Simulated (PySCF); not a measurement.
Compound: C₅H₈Si.
InChI=1S/C5H8Si/c1-5-2-3-6-4-5/h2-4H,6H2,1H3

The closed-shell ground state was solved at several levels (PySCF, density fitting, gas phase, non-relativistic). Geometry: PBE0-D3(BJ)/def2-SVP; no solvent, vibrations or thermal averaging.

| level | basis functions | HOMO (eV) | LUMO (eV) | gap (eV) | dipole (D) |
| --- | --- | --- | --- | --- | --- |
| LC-wPBE/pcSseg-1 | 149 | -9.29 | 0.81 | 10.10 | 1.02 |
| PBE0/aug-cc-pVDZ | 214 | -6.63 | -1.38 | 5.25 | 1.14 |
| B3LYP/pcSseg-1 | 149 | -6.43 | -1.55 | 4.88 | 1.00 |
| KT2/pcSseg-1 | 149 | -5.63 | -2.27 | 3.36 | 0.98 |
| PBE0/def2-TZVPD | 300 | -6.65 | -1.42 | 5.23 | 1.18 |
| PBE0/STO-3G | 42 | -4.29 | 2.12 | 6.41 | 0.17 |
| PBE0/def2-SVPD | 188 | -6.68 | -1.40 | 5.28 | 1.15 |
| CAM-B3LYP/pcSseg-1 | 149 | -7.90 | -0.22 | 7.68 | 0.99 |
| CAM-B3LYP/def2-SVPD | 188 | -7.91 | -0.25 | 7.66 | 1.10 |
| PBE0/6-31G* | 104 | -6.39 | -1.08 | 5.31 | 1.14 |
| B97-D/pcSseg-1 | 149 | -5.56 | -2.17 | 3.39 | 1.01 |
| BHandHLYP/def2-SVPD | 188 | -7.48 | -0.33 | 7.15 | 1.11 |

Question: What might mPW1PW91/pcSseg-1 (149 basis functions) give for the same quantities?

Answer: HOMO -6.68 eV, LUMO -1.41 eV, gap 5.27 eV, dipole 1.03 D.

Question: Over all these levels, which gives the widest orbital gap and which the narrowest?

Answer: LC-wPBE/pcSseg-1 (range-separated hybrid) has the widest, 10.10 eV, and KT2/pcSseg-1 (GGA) the narrowest, 3.36 eV. The two share the basis. From the narrowest to the widest the HOMO moves by -3.66 eV and the LUMO by +3.08 eV.

Question: How much does the basis alone move the frontier levels among the 5 PBE0 rows?

Answer: The HOMO by 2.39 eV and the LUMO by 3.54 eV. By rising basis size (HOMO, LUMO in eV): STO-3G -4.29, 2.12; 6-31G* -6.39, -1.08; def2-SVPD -6.68, -1.40; aug-cc-pVDZ -6.63, -1.38; def2-TZVPD -6.65, -1.42.

Question: In the pcSseg-1 basis, how does the gap go with the fixed share of exact exchange?

Answer: KT2 (0 %) 3.36 eV; B97-D (0 %) 3.39 eV; B3LYP (20 %) 4.88 eV; mPW1PW91 (25 %) 5.27 eV. Each rise in the share widens the gap here.

Question: How far do the dipole and the HOMO energy spread over the levels?

Answer: The dipole runs from 0.17 to 1.18 D (mean 1.00 D) and the HOMO from -9.29 to -4.29 eV.
